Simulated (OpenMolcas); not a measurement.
5d⁵ along the 73-electron sequence

```
Program             : OpenMolcas
Method              : MS-CASPT2, IPEA 0.25 Eh, imaginary shift 0.1 Eh
Basis               : ANO-RCC-VTZP
Scalar Hamiltonian  : DKH2, point nucleus
Spin-orbit coupling : state interaction with AMFI integrals over the reference wave functions, term energies averaged over their components
```

Active space for each ion: 5 electrons in 5 orbitals (5d); closed shells correlated by CASPT2: 5s 5p.

Computed levels in cm-1 above ⁶S_5/2:

```json
{"Level": "⁴G_7/2", "Re2+": "19400", "Os3+": "21820", "Ir4+": "23690", "Pt5+": "25760"}
{"Level": "⁴G_11/2", "Re2+": "20240", "Os3+": "22910", "Ir4+": "25150", "Pt5+": "27560"}
{"Level": "⁴G_9/2", "Re2+": "20710", "Os3+": "23600", "Ir4+": "26140", "Pt5+": "28870"}
{"Level": "⁴P_1/2", "Re2+": "21760", "Os3+": "25110", "Ir4+": "27810", "Pt5+": "30700"}
{"Level": "⁴D_7/2", "Re2+": "23750", "Os3+": "27640", "Ir4+": "31080", "Pt5+": "34780"}
{"Level": "⁴D_1/2", "Re2+": "26450", "Os3+": "31190", "Ir4+": "35600", "Pt5+": "40270"}
{"Level": "²I_11/2", "Re2+": "29390", "Os3+": "33320", "Ir4+": "37010", "Pt5+": "41050"}
{"Level": "²I_13/2", "Re2+": "31720", "Os3+": "36290", "Ir4+": "40710", "Pt5+": "45440"}
{"Level": "²H_9/2", "Re2+": "36440", "Os3+": "41950", "Ir4+": "46960", "Pt5+": "52280"}
{"Level": "weight of ⁶S in the lowest level (%)", "Re2+": "91", "Os3+": "89", "Ir4+": "85", "Pt5+": "80"}
```

Mixed levels, with the weight of the term that names them: Re2+ ⁴G_7/2 (71 %), Re2+ ⁴P_1/2 (61 %), Re2+ ⁴D_7/2 (75 %), Re2+ ⁴D_1/2 (64 %), Re2+ ²H_9/2 (51 %), Os3+ ⁴G_7/2 (68 %), Os3+ ⁴P_1/2 (60 %), Os3+ ⁴D_7/2 (71 %), Os3+ ⁴D_1/2 (64 %), Os3+ ²H_9/2 (51 %), Ir4+ ⁴G_7/2 (63 %), Ir4+ ⁴P_1/2 (59 %), Ir4+ ⁴D_7/2 (65 %), Ir4+ ⁴D_1/2 (65 %), Ir4+ ²I_11/2 (73 %), Ir4+ ²H_9/2 (51 %), Pt5+ ⁴G_7/2 (59 %), Pt5+ ⁴G_11/2 (75 %), Pt5+ ⁴P_1/2 (59 %), Pt5+ ⁴D_7/2 (59 %), Pt5+ ⁴D_1/2 (66 %), Pt5+ ²I_11/2 (70 %), Pt5+ ²H_9/2 (51 %).

Measured, with the error of the calculation in %. Measured levels: Re2+ from the list in Brasseur, Gamrath and Quinet, At. Data Nucl. Data Tables 157, 101636 (2024).

```
  Level           Re2+
 ⁴G_7/2  16890 (+14.9)
⁴G_11/2  18020 (+12.3)
 ⁴G_9/2  18346 (+12.9)
 ⁴D_7/2  20453 (+16.1)
²I_11/2  26170 (+12.3)
²I_13/2  28588 (+11.0)
```

⁴G_7/2 changes by a factor of 1.33 over the same range, with steps per unit of Z of +2420, +1870, +2070 cm-1.

CASPT2 does not keep the components of a term degenerate, so their means are used; among the terms shown or strongly mixed into the levels shown the widest spread is 700 cm-1 (5d⁵ ⁴F, Re2+). Blocks of more than 70 roots (2S+1 = 2 even) ran without multistate coupling. Terms from blocks run as CI alone lack orbitals of their own. Configurations with an s electron lie low in 5d ions of this charge, fall among these levels and mix in, so low-spin terms can stand far too high, up to twice their true height, and weights are not those of the real levels (holds for Re2+). The CASPT2 spread within a term exceeds the gap to the next term for 5d⁵ ⁴F and 5d⁵ ²F(1), so the order of their levels is uncertain, and so are names and mixing where such terms share a J (holds for Re2+). Some terms miss by over 15 % even with CASPT2, which points to a basis or an active space too small for the shells correlated (holds for Re2+). Computed and measured levels are paired by configuration, term and J; levels that our copy of the source lacks, or whose pairing is in doubt (as where it misses far off the trend of its configuration), stay unpaired and out of the deviations. Levels of configurations outside the active space are missing.

A number in round brackets counts repeated terms of one configuration in the order of the reference energies.
